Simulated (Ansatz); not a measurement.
Relaxation of ClFH3InO2 (8 atoms, charge 0, multiplicity 1), to a largest force component of 0.03 eV/Å in at most 50 steps.

These are results of Ansatz 0.2.0, RKS PBE/def2-SVP, not measurements.

```xyz
8
Properties=species:S:1:pos:R:3
In -0.771 0.012 0.143
Cl 0.388 2.015 -0.606
O -1.625 -1.135 -1.259
O -0.936 -0.274 2.118
H 2.366 0.292 -0.527
F 2.421 -0.598 -0.303
H -1.404 -0.753 -2.132
H -0.441 0.441 2.565
```

**Question.** Where does it end, and by what steps?

**Answer.** The run converged. After 7 steps the energy has fallen by 0.357 eV; F6 moved furthest, 0.60 Å. Joined: In1–F6.

| step | energy less start (eV) | largest force component (eV/Å) | accepted |
| --- | --- | --- | --- |
| 0 | 0.0000 | 1.253 | yes |
| 1 | -0.1320 | 0.263 | yes |
| 2 | -0.2649 | 0.424 | yes |
| 3 | -0.3349 | 0.461 | yes |
| 4 | -0.3524 | 0.123 | yes |
| 5 | -0.3562 | 0.046 | yes |
| 6 | -0.3568 | 0.035 | yes |
| 7 | -0.3569 | 0.022 | yes |

```xyz
8
Properties=species:S:1:pos:R:3
In -0.511 -0.088 0.124
Cl 0.615 1.968 -0.628
O -1.443 -1.152 -1.295
O -0.765 -0.283 2.102
H 1.858 0.378 -0.463
F 1.831 -0.569 -0.222
H -1.263 -0.726 -2.157
H -0.322 0.472 2.539
```

Whether the end is a true minimum wasn't checked by a vibrational analysis.

Run time: 15 s on 2 threads of Arm Neoverse V2 (shared host), peak memory 0.15 GiB.
